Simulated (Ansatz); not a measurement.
Frontier orbitals of C$_{2}$H$_{6}$BCl$_{3}$S (`C[S+](C)[B-](Cl)(Cl)Cl`).

```xyz
13

C     1.1168   -1.0747    0.5737
S    -0.2013    0.1078    0.8211
C     0.5019    1.5728    0.0753
B    -1.5873   -0.4629   -0.5009
Cl   -2.8286    0.8634   -0.3954
Cl   -2.1482   -2.0648    0.1554
Cl   -0.8058   -0.5902   -2.1430
H     1.3734   -1.1208   -0.4843
H     0.7372   -2.0393    0.9077
H     1.9719   -0.7791    1.1803
H    -0.2784    2.3325    0.0842
H     1.3494    1.9002    0.6762
H     0.7988    1.3550   -0.9502
```

The species carries charge 0 and has multiplicity 1. The geometry is a stationary point of PBE0-D4/def2-TZVP. It is one conformer, not always the lowest. Basis def2-TZVPP, Ansatz.

Orbital energies of one run (eV). Highest occupied ones, from the top: -9.27, -9.46, -9.72, -9.76, -10.32, -10.40, -10.86, -12.52, -12.57, -13.14, -13.23, -14.29, -14.83, -14.94. Empty: 0.98, 1.19, 1.69, 2.38, 2.60, 2.97.

(1) Which functional gave them?
A. ωB97X-V
B. B3LYP
C. ωB97M-V
D. BHLYP

Answers

(1) D. HOMO energies: BHLYP -9.27, B3LYP -7.74, ωB97M-V -10.29, ωB97X-V -10.45 eV.

B3LYP here is the variant with VWN-RPA as its local correlation; programs differ in this.
